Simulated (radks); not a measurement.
Al II, configuration [Ne] 3s0.5 3p1.5 (fractional occupations, a model configuration). All-electron calculation, scalar-relativistic Kohn-Sham, LDA (Slater exchange, Perdew-Wang correlation), spin-polarised, spherical densities, finite nucleus; open shells are filled with parallel spins first; Fermi nuclear charge, rms radius 3.061 fm. Program: a radial shooting solver on a logarithmic mesh with Libxc functionals.

Unscreened Slater integrals over Kohn-Sham orbitals (cm^-1). They are taken over the spin-up orbitals.

| integral | value |
|---|---|
| F0(3p,3p) | 71789 |
| F2(3p,3p) | 36736 |
| F0(3p,3s) | 77691 |
| G1(3p,3s) | 50824 |
| F0(3p,2p) | 97561 |
| F2(3p,2p) | 14398 |
| G0(3p,2p) | 6077.0 |
| G2(3p,2p) | 5757.7 |
| F0(3p,2s) | 96940 |
| G1(3p,2s) | 4779.3 |
| F0(3s,3s) | 85526 |
| F0(3s,2p) | 113620 |
| G1(3s,2p) | 7877.6 |
| F0(3s,2s) | 113120 |
| G0(3s,2s) | 6215.8 |
| F0(2p,2p) | 335550 |
| F2(2p,2p) | 152570 |
| F0(2p,2s) | 324140 |
| G1(2p,2s) | 193750 |
| F0(2s,2s) | 317110 |

Derived for the open shells (J is the average intra-shell exchange parameter used in DFT+U). 3p: J = F2/5 = 7347 cm^-1.
